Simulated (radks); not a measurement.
The numbers below are computed, except where a source is named.
Q: Cd28+, configuration [Ar] 3d2. Code: a radial shooting solver on a logarithmic mesh with Libxc functionals. Model: scalar-relativistic Kohn-Sham, LDA (Slater exchange, VWN5 correlation), spin-polarised, spherical densities, finite nucleus; open shells are filled with parallel spins first (spin-orbit coupling, left out, can overturn this in heavy ions); Fermi nuclear charge, rms radius 4.6087 fm. Some entries of the table are withheld. Estimate them.

orbital  occ.  eigenvalue (eV)  <r^2> (bohr^2)  r(max) (bohr)
1s up       1        -27783.95        0.001252        0.01970
1s down     1        -27783.79        0.001252        0.01970
2s up       1        -5206.798         0.02016         0.1111
2s down     1        -5200.291         0.02013         0.1110
2p up       3        -4812.037         0.01584        0.08878
2p down     3        -4807.016         0.01581        0.08872
3s up       1        -1816.434          0.1246         0.3087
3s down     1        -1809.252          0.1250         0.3090
3p up       3        -1689.337          0.1205         0.2985
3p down     3        -1681.927          0.1210         0.2988
3d up       2        -1515.713         0.09711         0.2410
3d down     0        -1506.700         0.09765         0.2414
4s up       0        -899.2977          0.4677            (1)
4s down     0        -896.9150          0.4697            (2)
4p up       0        -848.8491          0.4775         0.6463
4p down     0        -846.4578          0.4797         0.6479

A: 
(1) 4s up r(max) (bohr): 0.6417
(2) 4s down r(max) (bohr): 0.6430
